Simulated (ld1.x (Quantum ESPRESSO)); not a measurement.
Which change was made? (Eu, ultrasoft)

Eu (Z = 63), ultrasoft, made with ld1.x (Quantum ESPRESSO) 7.5 (LDA (PZ), scalar-relativistic). Core [Kr] 4d10, reference 4f6 5s2 5p6 5d1 6s2 6p0. Waves: 5s (bound): rcut 1.75, rcutus 1.80 bohr; 6s (bound): rcut 1.75, rcutus 1.80 bohr; 5p (bound): rcut 2.10, rcutus 2.35 bohr; 6p (bound, empty): rcut 2.10, rcutus 2.35 bohr; 5d (bound): rcut 3.00, rcutus 3.85 bohr; 5d channel at 0.7 Ry: rcut 3.00, rcutus 3.85 bohr; 4f (bound): rcut 0.95, rcutus 1.25 bohr; 4f channel at 3 Ry: rcut 0.95, rcutus 1.25 bohr. Local part: all-electron potential smoothed inside 3.00 bohr (lloc = -1). Core correction: Bessel-smoothed model core inside 0.75 bohr. Augmentation charge: built from norm-conserving waves at rcut, not smoothed further.

Cutoffs, loose and tight: the cutoffs (Ry, on a coarse ladder) from which the occupation-weighted sum of valence levels, in a spherical-Bessel basis at the reference potential, stays within 10 and 1 mRy of its value at 400 Ry. They do not see the model core or the augmentation charge, which bear on the density cutoff. Test errors are all-electron minus pseudo excitation energies from the reference, over the configurations 4f7 5s2 5p6 5d0 6s2 6p0; 4f7 5s2 5p6 5d0 6s1 6p0; 4f7 5s2 5p6 5d0 6s0 6p0; 4f7 5s2 5p6 5d1 6s0 6p0; 4f7 5s2 5p6 5d0 6s1.5 6p0; 4f6 5s2 5p6 5d0 6s0 6p0; 4f7 5s2 5p6 5d0 6s0 6p1 (two spin-polarised tests are not counted in the largest error); variants that change the core or the reference have their own tests. The largest error is taken over the tests solved by every variant that gives reliable tests at all, those not shown here included: 4f7 5s2 5p6 5d0 6s0 6p0; 4f7 5s2 5p6 5d0 6s1 6p0; 4f7 5s2 5p6 5d1 6s0 6p0.

The base gives: outcome: generated, misses its reference levels by 1.28 eV; bound ghosts: not determined; largest test error (meV): +1432.

After one change the result is: outcome: generated, overlap not positive; bound ghosts: not determined (overlap not positive); largest test error (meV): test run stopped at test 1 of 9 (negative rho). Which change was it?
A. waves 5s (bound): rcut 1.62, rcutus 1.72 bohr; 6s (bound): rcut 1.62, rcutus 1.72 bohr
B. reference 4f6 5s2 5p6 5d0 6s0 6p0
C. all radii but the core radius scaled by about 0.88 (s 1.58, p 2.06, d 3.36, f 1.10 bohr, rcut 1.52/1.84/2.62/0.84); local potential all-electron potential smoothed inside 2.62 bohr (lloc = -1)

C. The others give: waves 5s (bound): rcut 1.62, rcutus 1.72 bohr; 6s (bound): rcut 1.62, rcutus 1.72 bohr → outcome: failed: chargeps: negative rho | reference 4f6 5s2 5p6 5d0 6s0 6p0 → outcome: failed: run_pseudo: Errors in PS-KS equation. A file whose overlap is not positive is unfit for use, and its test errors describe a broken file.
